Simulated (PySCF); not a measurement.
CH5BOSi, BH3NOSi, AlBHNO (calculated)

All values are calculated (PySCF 2.14.0). Calculation on a computer-drawn molecule: the log of a Hartree-Fock and frozen-core CCSD(T) single point meant for a local Hartree-Fock minimum, with one planted fault or none, to be diagnosed. Offsets are logged minus clean, where the clean run is the same molecule without the fault. The reference is restricted for singlets and unrestricted otherwise, and also for a bond in bohr or an excited solution. Adding or removing an electron swaps singlet and doublet. The excited solution moves the top pair (singlet) or top alpha electron (doublet) to the lowest empty orbital. Highest occupied and lowest empty are orbital energies over both spins, largest force is the largest gradient component, triples share is (T) over the correlation energy, the T1 limit is 0.02 restricted and 0.045 unrestricted, electrons count all cores, a negative frequency is imaginary (commonest isotopes), and the dipole is about the centre of nuclear charge.

Common to all runs: meant charge 0; meant basis cc-pV(D+d)Z; logged SCF converged yes; possible faults no fault, one electron removed, one electron added, multiplicity raised by two, geometry at a saddle point, SCF held on an excited solution, minimal basis STO-3G, one bond length entered in bohr, all coordinates scaled.

(1) CH5BOSi

Logged structure:
```xyz
9
CH5BOSi
O      0.3133     0.2967    -1.4276
B      0.0627    -0.2100    -0.2465
C     -0.1856    -0.7198     1.0204
Si     0.8646    -0.2717     2.4669
H      0.9131    -0.2026    -1.9667
H     -1.0267    -1.3936     1.1590
H      1.5096    -1.4584     3.0869
H      0.0995     0.4060     3.5443
H      1.9438     0.6488     2.0211
```

| Quantity | Value |
| --- | --- |
| meant multiplicity | 1 |
| logged electrons | 38 |
| logged basis functions | 90 |
| logged spin squared | 2.0128 |
| logged highest occupied | -4.5069 eV |
| logged lowest empty | 0.62352 eV |
| logged largest force | 0.075454 hartree/bohr |
| logged T1 diagnostic | 0.016779 |
| logged D1 diagnostic | 0.060835 |
| logged triples share | 0.025659 |
| logged CC converged | yes |
| logged dipole magnitude | 1.6253 debye |
| logged SCF stable within its kind | yes |
| logged energy HF | -429.13523 hartree |
| logged energy CCSD(T) | -429.66155 hartree |
| planted fault | multiplicity raised by two |
| HF energy offset from clean run | 89.69 kcal/mol |
| CCSD(T) energy offset from clean run | 107.4 kcal/mol |

Drawn bonds:
| atom | other atom | order |
| --- | --- | --- |
| 1 | 2 | 1 |
| 2 | 3 | 2 |
| 3 | 4 | 1 |
| 1 | 5 | 1 |
| 3 | 6 | 1 |
| 4 | 7 | 1 |
| 4 | 8 | 1 |
| 4 | 9 | 1 |

(2) BH3NOSi

Logged structure:
```xyz
7
BH3NOSi
O     -2.1884    -0.3747    -3.6819
B     -1.2485    -0.0938    -2.8173
N     -0.3610     0.1827    -1.9992
Si     0.8055     0.6956    -0.9096
H     -2.2908    -1.2838    -3.8871
H      2.1549     0.3182    -1.3548
H      0.5715     0.1326     0.4283
```

| Item | Value |
| --- | --- |
| meant multiplicity | 2 |
| logged electrons | 37 |
| logged basis functions | 80 |
| logged spin squared | 0.7544 |
| logged highest occupied | -7.9947 eV |
| logged lowest empty | 2.1729 eV |
| logged largest force | 0.010804 hartree/bohr |
| logged T1 diagnostic | 0.015273 |
| logged D1 diagnostic | 0.043623 |
| logged triples share | 0.029078 |
| logged CC converged | yes |
| logged dipole magnitude | 3.1192 debye |
| logged SCF stable within its kind | yes |
| logged energy HF | -444.73616 hartree |
| logged energy CCSD(T) | -445.27604 hartree |
| planted fault | all coordinates scaled, by -1.0 % |
| HF energy offset from clean run | 0.5623 kcal/mol |
| CCSD(T) energy offset from clean run | 2.01 kcal/mol |

Drawn bonds:
| atom | other atom | order |
| --- | --- | --- |
| 1 | 2 | 1 |
| 2 | 3 | 2 |
| 3 | 4 | 1 |
| 1 | 5 | 1 |
| 4 | 6 | 1 |
| 4 | 7 | 1 |

(3) AlBHNO

Logged structure:
```xyz
5
AlBHNO
O     -1.0170    -2.6017     0.7650
B      0.0011    -1.7743     0.9202
N      0.9715    -0.9777     1.0503
Al     2.3374     0.1435     1.2231
H     -1.2407    -3.1212     1.5246
```

| Item | Value |
| --- | --- |
| meant multiplicity | 1 |
| logged electrons | 34 |
| logged basis functions | 70 |
| logged spin squared | 0 |
| logged highest occupied | -4.0861 eV |
| logged lowest empty | -2.8009 eV |
| logged largest force | 0.016643 hartree/bohr |
| logged dipole magnitude | 1.5871 debye |
| logged SCF stable within its kind | no |
| logged energy HF | -396.27455 hartree |
| planted fault | SCF held on an excited solution |
| HF energy offset from clean run | 203.4 kcal/mol |

Drawn bonds:
| atom | other atom | order |
| --- | --- | --- |
| 1 | 2 | 1 |
| 2 | 3 | 2 |
| 3 | 4 | 1 |
| 1 | 5 | 1 |

Notes: coupled-cluster numbers left out as unreliable.

(4) AlBHNO

Logged structure:
```xyz
5
AlBHNO
O     -1.0689    -2.7344     0.8041
B      0.0012    -1.8648     0.9671
N      1.0210    -1.0275     1.1038
Al     2.4566     0.1508     1.2854
H     -1.3039    -3.2803     1.6024
```

| Quantity | Value |
| --- | --- |
| meant multiplicity | 1 |
| logged electrons | 34 |
| logged basis functions | 70 |
| logged spin squared | 0 |
| logged highest occupied | -8.2165 eV |
| logged lowest empty | 1.7173 eV |
| logged largest force | 0.04626 hartree/bohr |
| logged T1 diagnostic | 0.01746 |
| logged D1 diagnostic | 0.042932 |
| logged triples share | 0.034942 |
| logged CC converged | yes |
| logged dipole magnitude | 3.0016 debye |
| logged SCF stable within its kind | yes |
| logged energy HF | -396.58354 hartree |
| logged energy CCSD(T) | -397.09134 hartree |
| planted fault | all coordinates scaled, by +5.1 % |
| HF energy offset from clean run | 9.548 kcal/mol |
| CCSD(T) energy offset from clean run | 2.376 kcal/mol |

Drawn bonds:
| atom | other atom | order |
| --- | --- | --- |
| 1 | 2 | 1 |
| 2 | 3 | 2 |
| 3 | 4 | 1 |
| 1 | 5 | 1 |
